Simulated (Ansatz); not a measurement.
The lowest singlet and triplet of NP (SMILES N#P); geometries from B3LYP-D3(BJ)/def2-TZVP, each state relaxed from the structure named, with no frequency check.
Singlet (charge 0, multiplicity 1):
```xyz
2

N      0.00000     0.00000    -1.01097
P      0.00000     0.00000     0.47179
```

A positive gap puts the triplet lower; no zero-point energy. R- takes a restricted singlet. The triplet is unrestricted in single-reference levels. Active spaces average the two states.

Frozen-core correlation.

Programs: Ansatz (Gaussian basis) for Hartree–Fock, density functionals and correlated methods. Each number belongs to the level named beside it.

R-PBE/def2-TZVPP gives -3.934 eV for the gap E(singlet) − E(triplet), vertical, at the singlet's geometry.

Task: Predict the shift from PBE, with its sign, for: R-r2SCAN/def2-TZVPP, R-B3LYP/def2-TZVPP, R-wB97M-V/def2-TZVPP, R-B2PLYP/def2-TZVPP, R-MP2/cc-pV(Q+d)Z, R-CCSD(T)/cc-pV(Q+d)Z, SC-NEVPT2 on SA-CASSCF(10,8)/cc-pV(Q+d)Z, FIC-MRCISD+Q on SA-CASSCF(10,8)/cc-pV(Q+d)Z.

Result: R-r2SCAN/def2-TZVPP 0.204; R-B3LYP/def2-TZVPP 0.129; R-wB97M-V/def2-TZVPP -0.057; R-B2PLYP/def2-TZVPP -0.184; R-MP2/cc-pV(Q+d)Z -0.952; R-CCSD(T)/cc-pV(Q+d)Z -0.158; SC-NEVPT2 on SA-CASSCF(10,8)/cc-pV(Q+d)Z 0.008; FIC-MRCISD+Q on SA-CASSCF(10,8)/cc-pV(Q+d)Z 0.087 eV. 4 of 8 lie above PBE; the widest gap is to R-MP2/cc-pV(Q+d)Z.

Doubts at one or more of the structures used: a restricted determinant that unrestricted orbitals would lower (R-MP2/cc-pV(Q+d)Z, R-CCSD(T)/cc-pV(Q+d)Z); a spin-contaminated determinant (R-MP2/cc-pV(Q+d)Z, R-CCSD(T)/cc-pV(Q+d)Z).

Ansatz is a program for electronic structure.
